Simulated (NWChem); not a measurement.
ZnH₂SO; SMILES [Zn]([SH])[OH]

```xyz
5

Zn    -0.0156    -0.3671     0.0067
O      0.0072    -2.1367    -0.0897
H     -0.0973    -2.5939     0.7505
S     -0.0494     1.8005    -0.0181
H      1.2984     1.8914     0.0539
```
Atoms are numbered in this order, from 1.

Computed with NWChem. Pople sets run with spherical d functions. Medium grid unless said otherwise, to which SCAN and Minnesota functionals are sensitive. All runs use the structure optimised with PBE0/def2-SVP. B3LYP is NWChem's, with the RPA form of VWN correlation.

Order these by “highest occupied level (eV)”, lowest first: LDA (Slater exchange, VWN5)/6-31G*; MN15/6-31G*; B3LYP/6-31G*; LRC-wPBEh/6-31G*; Hartree-Fock/6-31G*.

Hartree-Fock/6-31G* (-10.14), LRC-wPBEh/6-31G* (-9.19), MN15/6-31G* (-8.00), B3LYP/6-31G* (-7.06), LDA (Slater exchange, VWN5)/6-31G* (-6.20)
